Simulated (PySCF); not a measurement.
IIn, triplet, at a GFN2-xTB geometry (such geometries of metal compounds can be far from the true shape) (the spin is typed, not shown lowest) (core potentials on I, In), with bond 2-1 at 1.6 times its length. Base run: B3LYP/def2-SV(P) (PySCF).

Input for PySCF:
```python
from pyscf import gto, scf, dft

mol = gto.M(
    atom='''
In   -0.000000   -0.000000   -1.504422
I     0.000000    0.000000    3.128062
''',
    basis='def2-sv(p)',
    ecp={'I': 'def2-sv(p)', 'In': 'def2-sv(p)'},
    charge=0,
    spin=2,
    verbose=4,
)

mf = dft.UKS(mol)
mf.xc = 'b3lyp'
mf.kernel()
mf.analyze()
```

Variants of this job, named by their change:

| change | ΔE vs base (mEh) | SCF cycles | <S^2> | outcome |
|---|---|---|---|---|
| base | 0.000 | 12 | 2.003 | converged |
| init_guess = 1e | 0.000 | 20 | 2.003 | converged |
| solver = newton; init_guess = 1e | -0.257 | - | 2.003 | converged |
| init_guess = sap | 1.228 | 15 | 2.003 | another SCF solution |
| conv_tol = 1e-4 | 0.000 | 9 | 2.003 | converged |
| damp = 0.5; diis_start_cycle = 5 | 1.228 | 11 | 2.003 | another SCF solution |
| diis = off (with mf.max_cycle = 100) | - | 100 | - | not converged |
| init_guess = huckel | -0.257 | 7 | 2.003 | converged |
| diis_space = 2 | 0.000 | 19 | 2.003 | converged |
| diis_space = 20 | 0.000 | 12 | 2.003 | converged |
| diis_space = 12 | 0.000 | 12 | 2.003 | converged |
| DIIS = EDIIS | - | 50 | - | not converged |
| level_shift = 0.1 (with mf.max_cycle = 100) | 1.228 | 15 | 2.003 | another SCF solution |

A guess, shift, damping, solver or small numerical setting can't move a converged solution much, so rows marked as another SCF solution ended in a different state.

Open shells are given as the SCF converged; they aren't shown to be the lowest states, and a large step between rows can be another state.
